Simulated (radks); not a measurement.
Results of a calculation; reference values are marked as such.
The nuclear charge of neutral lead is varied continuously with 82 electrons held in [Hg] 6p2. Code: a radial shooting solver on a logarithmic mesh with Libxc functionals. Model: scalar-relativistic Kohn-Sham, PBE, spin-polarised, spherical densities, finite nucleus; open shells are filled with parallel spins first (spin-orbit coupling, left out, can overturn this in heavy ions); Fermi nuclear charge, rms radius 5.5012 fm. By the Hellmann-Feynman theorem dE/dZ = E(electron-nucleus)/Z, the electronic potential at the nucleus (averaged over a nucleus of fixed radius). The scalar-relativistic energy here is not variational (the density holds large components alone), so the two differ by a part that grows with Z.

| Z | E (hartree) | E(electron-nucleus)/Z (hartree) | HOMO | e(HOMO) (eV) | <r> HOMO (bohr) |
|---|---|---|---|---|---|
| 81.8 | -20747.9975 | -633.012 | 6p | -2.590 | 3.508 |
| 82 | -20876.0816 | -635.461 | 6p | -3.939 | 3.329 |
| 82.2 | -21004.6677 | -637.912 | 6p | -5.392 | 3.184 |
| 82.4 | -21133.7562 | -640.365 | 6p | -6.936 | 3.062 |
| 82.6 | -21263.3477 | -642.821 | 6p | -8.562 | 2.957 |
| 82.8 | -21393.4428 | -645.280 | 6p | -10.265 | 2.865 |
| 83 | -21524.0424 | -647.742 | 6p | -12.038 | 2.782 |

The central difference of E at Z = 82 is -641.676 hartree, to compare with the third column; the second derivative is -12.5 hartree.
